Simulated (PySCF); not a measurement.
F2H5NOSi2.

```xyz
11

Si     1.0963    -0.7306     0.3137
F      2.3806    -0.4744    -0.6220
F      0.1678    -1.7910    -0.4781
O      0.2620     0.6457     0.5245
Si    -1.1421     1.3861    -0.0548
N     -2.5648     0.4457     0.1051
H      1.5400    -1.3168     1.5855
H     -0.9270     1.6530    -1.5014
H     -1.2931     2.6173     0.7578
H     -3.0237     0.3260     1.0024
H     -2.7326    -0.3520    -0.5006
```

Coordinates come from a r2SCAN-D4/def2-SVP optimisation. This is a generated structure with no PubChem entry under its InChIKey; it may be hypothetical. One conformer was computed; it need not be the lowest.

These are PBE/pcSseg-1 run with PySCF values and carry that method's errors. Non-relativistic, no solvent.

Question: Give the absolute GIAO shielding of each atom: isotropic value and principal components (ppm). (An estimate is asked for; the answer gives what the named calculation found.)

Answer: 
| atom | σ(iso) | σ11 | σ22 | σ33 | span |
|---|---|---|---|---|---|
| Si1 | 399.4 | 388.5 | 393.2 | 416.5 | 28.0 |
| F2 | 289.4 | 224.0 | 259.8 | 384.4 | 160.5 |
| F3 | 294.5 | 235.5 | 264.5 | 383.5 | 148.0 |
| O4 | 203.1 | 135.1 | 233.3 | 240.9 | 105.8 |
| Si5 | 373.4 | 340.0 | 380.5 | 399.5 | 59.5 |
| N6 | 218.6 | 186.8 | 222.5 | 246.6 | 59.8 |
| H7 | 26.5 | 22.9 | 23.6 | 33.0 | 10.1 |
| H8 | 26.0 | 22.1 | 24.9 | 31.1 | 8.9 |
| H9 | 26.4 | 22.4 | 24.8 | 32.0 | 9.6 |
| H10 | 29.7 | 24.3 | 25.4 | 39.4 | 15.1 |
| H11 | 29.7 | 23.5 | 26.8 | 38.9 | 15.4 |
